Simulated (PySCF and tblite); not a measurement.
Results of a calculation; reference values are marked as such.
C₇H₁₁FSe, numbered as in [CH2:1]=[CH:2][Se:3]/[C:4](=[CH:5]/[CH2:6][F:7])[CH2:8][CH3:9].

Free energies: PBE0-D3(BJ)/6-31G* on GFN2-xTB structures plus GFN2-xTB thermal terms, symmetry and mirror images included. Conformers within 3 kcal/mol (GFN2-xTB free energy) were kept, 10 at most. GIAO shieldings: PBE0/6-31G*. Shifts are against TMS (¹H), TMS (¹³C), CFCl3 (¹⁹F), Me2Se (⁷⁷Se) at the same level; of two unlike H on one atom, a is the less shielded. Codes: tblite and PySCF.

Problem. List the conformer-averaged shifts at 298.15 K.

Solution. ¹H: 6.64 (H2, 1H), 5.97 (H5, 1H), 5.62 (H1a, 1H), 5.53 (H1b, 1H), 5.25 (H6, 2H), 2.47 (H8, 2H), 1.31 (H9, 3H) ppm. ¹³C: 149.1 (C4), 133.1 (C2), 123.3 (C5), 113.3 (C1), 76.8 (C6), 30.0 (C8), 16.2 (C9) ppm. ¹⁹F: -230.6 (F7) ppm. ⁷⁷Se: 356.1 (Se3) ppm.

Problem. How do the conformers differ?

Solution. Torsions listed: C1–C2–Se3–C4, C2–Se3–C4–C8, C4–C5–C6–F7, Se3–C4–C8–C9. Of a mirror pair one member is shown.
| conformer | shape | weight % |
| --- | --- | --- |
| 1 | -156°, -150°, 57°, 81° | 34.0 |
| 2 | -158°, 52°, 51°, 76° | 18.1 |
| 3 | -162°, 56°, -163°, 82° | 15.4 |
| 4 | 157°, 149°, -164°, -81° | 12.1 |
| 5 | 156°, 151°, 66°, -80° | 10.2 |

Not shown: 2 more, 10.2 % in all.

```
signal       1       2       3       4       5  average
   H1a    5.63    5.61    5.61    5.63    5.63     5.62
   H1b    5.57    5.47    5.43    5.57    5.60     5.53
    H2    6.67    6.64    6.60    6.62    6.53     6.64
    H5    5.77    6.11    6.35    5.77    5.78     5.97
    H6    5.17    5.21    5.40    5.48    5.05     5.25
    H8    2.53    2.61    2.32    2.12    2.64     2.47
    H9    1.40    1.36    1.15    1.25    1.27     1.31
    C1   113.8   113.5   113.0   113.6   114.2    113.3
    C2   133.7   132.0   133.1   134.0   133.3    133.1
    C4   155.4   151.4   138.1   140.8   156.3    149.1
    C5   118.5   124.5   131.1   123.7   117.6    123.3
    C6    75.7    76.7    78.6    79.4    75.1     76.8
    C8    30.3    30.6    30.1    29.2    28.6     30.0
    C9    17.6    16.9    14.5    14.8    16.1     16.2
    F7  -224.2  -229.9  -240.8  -242.6  -221.9   -230.6
   Se3   346.7   364.2   383.0   339.4   344.9    356.1
```

Problem. Which signal moves most, for its nucleus, between 150 and 400 K through the change of populations alone?

Solution. C4: 152.8 ppm at 150 K, 151.2 ppm at 200 K, 150.0 ppm at 250 K, 149.1 ppm at 298.15 K, 147.9 ppm at 400 K.

The minima are those of GFN2-xTB; planar forms about aryl–S or allylic bonds may be saddles in DFT. Spin–orbit effects of the heavy atoms on shieldings are missing. Unscaled ¹⁹F shifts at such levels can be off by tens of ppm; differences between conformers or isomers are more reliable. Shifts are unscaled: against experiment ¹³C can be off by 15 ppm or more and ¹H by 0.8 ppm.
